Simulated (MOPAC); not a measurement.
MOPAC input (AM1):

```
AM1 FORCE THERMO(298,298) PRECISE LET CHARGE=1 GEO-OK AUX(PRECISION=9) THREADS=1
H8N3OSi

N     1.24730341 1    1.05133984 1   -0.61888893 1
Si   -0.00719868 1    0.21745334 1    0.07585750 1
N    -1.55110773 1    0.79324933 1   -0.11546369 1
N    -0.01726026 1   -1.49918248 1   -0.86015526 1
O     0.33767127 1   -0.53938403 1    1.60479592 1
H     2.19103932 1    0.97025883 1   -0.32849864 1
H     1.15892169 1    1.73592351 1   -1.32827789 1
H    -1.83625174 1    1.45959106 1   -0.78953592 1
H    -2.30595475 1    0.55554458 1    0.48055436 1
H    -0.91171635 1   -1.69990036 1   -1.29158703 1
H     0.17231443 1   -2.23742445 1   -0.18456991 1
H     0.69348902 1   -1.55186426 1   -1.58025743 1
H     0.42929569 1   -0.00597190 1    2.38712188 1
```

From the output:

```
     H   13   7.086369

          HEAT OF FORMATION =     -14.824271 KCALS/MOLE

          ZERO POINT ENERGY      68.030 KCAL/MOL

           NORMAL COORDINATE ANALYSIS (Total motion = 1 Angstrom)

   Root No.       1         2         3         4         5         6         7         8

                 1 A"      2 A"      3 A"      1 A'      4 A"      2 A'      5 A"      3 A'

                  81.9     124.0     193.7     215.3     234.4     268.3     276.4     295.9

           1    0.0032    0.0004   -0.0091   -0.0007    0.0115   -0.0140    0.0340    0.0048
           2   -0.0044   -0.0080    0.0127    0.0452   -0.0101   -0.0362   -0.0295   -0.0072
           3    0.0099   -0.0074    0.0526   -0.0049   -0.0144   -0.0332    0.0271    0.0106
           4    0.0021    0.0008   -0.0083   -0.0002    0.0107   -0.0170    0.0374    0.0059
           5    0.0013    0.0004   -0.0049    0.0003    0.0063    0.0287    0.0221   -0.0100
           6    0.0000    0.0000   -0.0000   -0.0021    0.0000    0.0340    0.0000    0.0005
           7   -0.0023   -0.0068    0.0068   -0.0393   -0.0034    0.0385   -0.0095    0.0040
           8    0.0049    0.0042   -0.0141    0.0224    0.0149   -0.0051    0.0440   -0.0077
           9   -0.0099    0.0074   -0.0526   -0.0049    0.0144   -0.0332   -0.0271    0.0106
          10   -0.0010   -0.0005   -0.0451    0.0238    0.0029    0.0165   -0.0466   -0.0099
          11   -0.0006   -0.0003   -0.0267   -0.0402    0.0017   -0.0279   -0.0276    0.0167
          12   -0.0000    0.0000   -0.0000   -0.0286    0.0000   -0.0118   -0.0000    0.0129
          13   -0.0277    0.0104    0.0593    0.0142   -0.0333   -0.0173   -0.0270   -0.0061
          14   -0.0164    0.0061    0.0351   -0.0239   -0.0197    0.0292   -0.0160    0.0103
          15   -0.0000    0.0000    0.0000    0.0427   -0.0000    0.0269   -0.0000   -0.0353
          16    0.0103    0.0048   -0.0369   -0.0327    0.0248    0.0486    0.0661   -0.0001
          17    0.0154   -0.0174   -0.0095    0.0307   -0.0845   -0.0945   -0.0394   -0.0659
          18   -0.0582    0.0096    0.1656    0.0963    0.1561   -0.0017   -0.0081    0.1757
          19   -0.0016   -0.0041    0.0163    0.0315   -0.0002   -0.0739    0.0028    0.0101
          20   -0.0291   -0.0047    0.0558    0.0996    0.0381   -0.0556   -0.0687    0.0455
          21    0.0796   -0.0297   -0.0275   -0.1059   -0.2078   -0.1215    0.0773   -0.1545
          22   -0.0263   -0.0061    0.0568   -0.1024    0.0333    0.0843   -0.0588   -0.0447
          23    0.0126   -0.0013   -0.0125    0.0203   -0.0185    0.0381    0.0355    0.0130
          24   -0.0796    0.0297    0.0275   -0.1059    0.2078   -0.1215   -0.0773   -0.1545
          25    0.0185   -0.0130   -0.0260   -0.0112   -0.0621    0.0595   -0.0027    0.0578
          26    0.0016    0.0126   -0.0278    0.0434    0.0624   -0.0880    0.0769   -0.0316
          27    0.0582   -0.0096   -0.1656    0.0963   -0.1561   -0.0017    0.0081    0.1757
          28    0.0497    0.2104   -0.0419    0.0333   -0.0071    0.0341   -0.0608   -0.0220
          29   -0.0289   -0.1025   -0.0403   -0.0562    0.0058   -0.0569   -0.0669    0.0361
          30   -0.0243   -0.1148    0.0108   -0.0224    0.0063    0.0002    0.0551    0.0066
          31   -0.0594   -0.2236   -0.0562    0.0212    0.0126    0.0122   -0.0678   -0.0069
          32   -0.0352   -0.1324   -0.0333   -0.0358    0.0075   -0.0206   -0.0401    0.0116
          33   -0.0000   -0.0000   -0.0000   -0.0634    0.0000   -0.0701   -0.0000    0.0528
          34   -0.0014    0.0113   -0.0555    0.0332    0.0017    0.0335   -0.0879   -0.0210
          35    0.0575    0.2338   -0.0174   -0.0563   -0.0090   -0.0572   -0.0211    0.0367
          36    0.0243    0.1149   -0.0108   -0.0224   -0.0063    0.0002   -0.0551    0.0066
          37    0.3923   -0.0704    0.0923    0.0329    0.0736   -0.0199   -0.0981   -0.0263
          38    0.2322   -0.0416    0.0546   -0.0557    0.0436    0.0336   -0.0580    0.0445
          39    0.0000   -0.0000    0.0000    0.0424    0.0000    0.0278   -0.0000   -0.0351

   Root No.       9        10        11        12        13        14        15        16

                 4 A'      5 A'      6 A"      6 A'      7 A'      7 A"      8 A'      8 A"

                 303.6     464.9     784.0     800.4     826.0     843.1     861.5     868.5

           1    0.0188   -0.0039   -0.0045    0.0514    0.0105   -0.0026   -0.0038    0.0186
           2    0.0368    0.0122   -0.0122   -0.0063    0.0065    0.0218    0.0184   -0.0193
           3   -0.0455   -0.0279    0.0331   -0.0123   -0.0251    0.0141   -0.0105    0.0030
           4    0.0197   -0.0171    0.0012    0.0139   -0.0002   -0.0008   -0.0007   -0.0006
           5   -0.0333    0.0289    0.0007   -0.0234    0.0004   -0.0005    0.0012   -0.0003
           6    0.0620   -0.0713    0.0000   -0.0203    0.0067   -0.0000    0.0069   -0.0000
           7   -0.0413   -0.0088   -0.0129   -0.0192   -0.0107    0.0179   -0.0143   -0.0080
           8    0.0012    0.0093    0.0019   -0.0481   -0.0061   -0.0128    0.0122    0.0256
           9   -0.0455   -0.0279   -0.0331   -0.0123   -0.0251   -0.0141   -0.0105   -0.0030
          10    0.0061    0.0492    0.0096    0.0029   -0.0097   -0.0162    0.0121   -0.0282
          11   -0.0103   -0.0831    0.0057   -0.0050    0.0163   -0.0096   -0.0204   -0.0167
          12    0.0315    0.1737    0.0000   -0.0199    0.0037   -0.0000   -0.0159   -0.0000
          13   -0.0111   -0.0103    0.0005   -0.0593    0.0039    0.0025    0.0064   -0.0035
          14    0.0188    0.0175    0.0003    0.1001   -0.0066    0.0015   -0.0108   -0.0021
          15   -0.0399   -0.0114   -0.0000    0.0573   -0.0013   -0.0000   -0.0006    0.0000
          16   -0.0027   -0.0067   -0.0007    0.0046   -0.0106    0.1337    0.0607   -0.0648
          17    0.0830   -0.0089    0.0645    0.0051   -0.0389   -0.0574   -0.0555    0.0541
          18   -0.1247    0.0302   -0.1775    0.0520    0.1382   -0.0512    0.0552   -0.0242
          19    0.0456   -0.0098    0.0125    0.0952    0.0170   -0.1335   -0.0750    0.1060
          20    0.0578   -0.0040    0.0626    0.0071   -0.0347   -0.0628   -0.0604    0.0542
          21   -0.0482    0.0163   -0.1747    0.0555    0.1318   -0.0486    0.0660   -0.0127
          22   -0.0726    0.0082    0.0609   -0.0520    0.0223   -0.1193    0.0890    0.0985
          23   -0.0122    0.0067   -0.0192   -0.0801   -0.0316   -0.0869    0.0367    0.0668
          24   -0.0482    0.0163    0.1747    0.0555    0.1318    0.0486    0.0660    0.0128
          25   -0.0714    0.0110    0.0562   -0.0067    0.0392    0.0140    0.0194    0.0162
          26    0.0424    0.0016   -0.0316   -0.0016   -0.0095    0.1448   -0.0799   -0.0828
          27   -0.1247    0.0301    0.1776    0.0520    0.1382    0.0512    0.0552    0.0242
          28    0.0041    0.0415   -0.0019   -0.0289    0.0321    0.0035   -0.0525    0.0025
          29   -0.0071   -0.0715   -0.0410    0.0487   -0.0562    0.0756    0.0862    0.1230
          30    0.0343    0.1509    0.0575   -0.0428    0.0343   -0.1070   -0.0564   -0.1743
          31    0.0086    0.0405   -0.0180    0.0108   -0.0189    0.0349    0.0285    0.0530
          32   -0.0145   -0.0684   -0.0106   -0.0183    0.0320    0.0207   -0.0483    0.0314
          33    0.0494    0.1499   -0.0000    0.0857   -0.1293    0.0000    0.2014    0.0000
          34    0.0042    0.0428   -0.0369   -0.0288    0.0338    0.0679   -0.0503    0.1090
          35   -0.0070   -0.0708    0.0180    0.0488   -0.0552   -0.0334    0.0876   -0.0570
          36    0.0343    0.1509   -0.0575   -0.0428    0.0343    0.1070   -0.0564    0.1743
          37   -0.0613    0.0080   -0.0033    0.0722   -0.0338   -0.0027   -0.0188   -0.0045
          38    0.1035   -0.0134   -0.0020   -0.1219    0.0571   -0.0016    0.0317   -0.0027
          39   -0.0392   -0.0136   -0.0000    0.0585   -0.0021   -0.0000   -0.0010   -0.0000

   Root No.      17        18        19        20        21        22        23        24

                 9 A'     10 A'     11 A'      9 A"     12 A'     10 A"     13 A'     11 A"

                 902.0     963.4    1054.5    1100.1    1593.0    1696.2    1697.7    1715.5

           1   -0.0386    0.0390    0.0519   -0.1050   -0.0000   -0.0027   -0.0008   -0.0268
           2   -0.0272   -0.0090   -0.0150   -0.0065   -0.0004   -0.0003    0.0002    0.0003
           3   -0.0157    0.0088   -0.0056   -0.0040    0.0009    0.0000    0.0001   -0.0013
           4    0.0020   -0.0105   -0.0329    0.0931   -0.0011    0.0002   -0.0001    0.0007
           5   -0.0033    0.0177    0.0556    0.0551    0.0018    0.0001    0.0001    0.0004
           6    0.0061   -0.0188    0.0257    0.0000   -0.0031    0.0000    0.0003    0.0000
           7    0.0424   -0.0108   -0.0118   -0.0562    0.0004   -0.0016    0.0002   -0.0127
           8    0.0208   -0.0385   -0.0527   -0.0889   -0.0002   -0.0022    0.0008   -0.0236
           9   -0.0157    0.0088   -0.0056    0.0040    0.0009   -0.0000    0.0001    0.0012
          10    0.0069    0.0026    0.0041   -0.0090   -0.0152   -0.0301   -0.0156    0.0026
          11   -0.0117   -0.0044   -0.0070   -0.0053    0.0256   -0.0178    0.0264    0.0015
          12   -0.0056   -0.0084   -0.0047   -0.0000   -0.0464   -0.0000    0.0229    0.0000
          13   -0.0004    0.0083    0.0155   -0.0019   -0.0002   -0.0004    0.0001    0.0004
          14    0.0007   -0.0140   -0.0262   -0.0012    0.0003   -0.0002   -0.0001    0.0002
          15    0.0060    0.0328   -0.0354   -0.0000    0.0006   -0.0000   -0.0005    0.0000
          16   -0.1773    0.0133   -0.0239   -0.1479    0.0042    0.0189    0.0076    0.1782
          17    0.0545    0.0286    0.0335    0.0272   -0.0009   -0.0129   -0.0049   -0.1210
          18    0.0470   -0.0427    0.0172    0.0089   -0.0040   -0.0039   -0.0002   -0.0316
          19    0.0908    0.0702    0.1325   -0.0712    0.0048    0.0201    0.0057    0.1741
          20    0.0542    0.0283    0.0441    0.0141    0.0037    0.0133    0.0044    0.1206
          21    0.0515   -0.0309    0.0161    0.0037   -0.0029    0.0058    0.0012    0.0488
          22   -0.0912   -0.0586   -0.1024   -0.0219   -0.0056    0.0213   -0.0066    0.1895
          23   -0.0536   -0.0479   -0.0949   -0.0692   -0.0025    0.0112   -0.0029    0.0946
          24    0.0514   -0.0309    0.0161   -0.0037   -0.0029   -0.0058    0.0012   -0.0487
          25    0.0376   -0.0315   -0.0179   -0.0473   -0.0012   -0.0022    0.0007   -0.0204
          26    0.1817    0.0022    0.0371   -0.1427   -0.0042    0.0228   -0.0090    0.2145
          27    0.0470   -0.0427    0.0172   -0.0090   -0.0040    0.0039   -0.0002    0.0317
          28   -0.0216   -0.0118   -0.0241    0.0042    0.0339    0.1571    0.3001   -0.0126
          29    0.0371    0.0200    0.0398    0.0534   -0.2175   -0.1735   -0.0652    0.0142
          30   -0.0249   -0.0209   -0.0239   -0.0725    0.1992   -0.0029   -0.2363    0.0002
          31    0.0150    0.0049    0.0098    0.0257    0.0273    0.3391    0.0054   -0.0274
          32   -0.0254   -0.0083   -0.0166    0.0152   -0.0461    0.2007   -0.0091   -0.0162
          33    0.0959    0.0346    0.0802   -0.0000    0.3112    0.0000    0.1503   -0.0000
          34   -0.0221   -0.0119   -0.0233    0.0488    0.1743   -0.0765   -0.0872    0.0064
          35    0.0369    0.0200    0.0402   -0.0221   -0.1344    0.2212   -0.2944   -0.0179
          36   -0.0249   -0.0209   -0.0239    0.0725    0.1992    0.0029   -0.2363   -0.0002
          37   -0.0278   -0.2417    0.1050    0.0102    0.0017    0.0005    0.0004   -0.0017
          38    0.0469    0.4083   -0.1775    0.0061   -0.0029    0.0003   -0.0007   -0.0010
          39    0.0056    0.0289   -0.0310   -0.0000    0.0012   -0.0000   -0.0007    0.0000

   Root No.      25        26        27        28        29        30        31        32

                14 A'     15 A'     12 A"     16 A'     13 A"     17 A'     18 A'     14 A"
```

The dipole moment of an ion depends on the origin.
